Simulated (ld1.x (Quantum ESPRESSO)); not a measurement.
## u(r) = r·R(r): atom against pseudo-atom (Ni (Z = 28))

Columns: radius, all-electron u(r) and pseudo u(r) of the 3d shell (level -8.87 eV) of nickel in the configuration [Ar] 3d8 4s2 4p0; PBE, scalar-relativistic, PAW scheme, ld1.x (Quantum ESPRESSO) 7.5.

| r (bohr) | all-electron | pseudo |
| --- | --- | --- |
| 0.123 | 0.1465 | 0.0019 |
| 0.245 | 0.4895 | 0.0144 |
| 0.368 | 0.7750 | 0.0459 |
| 0.490 | 0.9313 | 0.0994 |
| 0.613 | 0.9813 | 0.1738 |
| 0.735 | 0.9626 | 0.2608 |
| 0.858 | 0.9074 | 0.3514 |
| 0.980 | 0.8369 | 0.4323 |
| 1.103 | 0.7613 | 0.4945 |
| 1.225 | 0.6880 | 0.5304 |
| 1.348 | 0.6185 | 0.5386 |
| 1.470 | 0.5553 | 0.5223 |
| 1.593 | 0.4976 | 0.4879 |
| 1.715 | 0.4462 | 0.4447 |
| 1.838 | 0.3998 | 0.3998 |
| 1.960 | 0.3587 | 0.3587 |
| 2.083 | 0.3218 | 0.3218 |
| 2.205 | 0.2890 | 0.2890 |
| 2.328 | 0.2595 | 0.2595 |
| 2.450 | 0.2334 | 0.2334 |
| 2.573 | 0.2098 | 0.2098 |
| 2.695 | 0.1888 | 0.1888 |
| 2.818 | 0.1698 | 0.1698 |
| 2.940 | 0.1528 | 0.1528 |
| 3.063 | 0.1375 | 0.1375 |
| 3.185 | 0.1239 | 0.1239 |

Problem. How many radial nodes do the two functions have?

Solution. The all-electron 3d function has n − l − 1 = 0; the pseudo-wave has 0.

Problem. At about which radius was the pseudo-wave matched?

Solution. 1.94 bohr, where the columns begin to agree (steps of 0.12 bohr).

Problem. Where does each function peak?

Solution. Outermost all-electron maximum near 0.61 bohr, pseudo maximum near 1.35 bohr (to the table’s step).

Problem. Is the pseudo-wave norm-conserving?

Solution. No, it belongs to a PAW set: the norm inside the radius is not constrained, and the difference is carried by the augmentation charge.
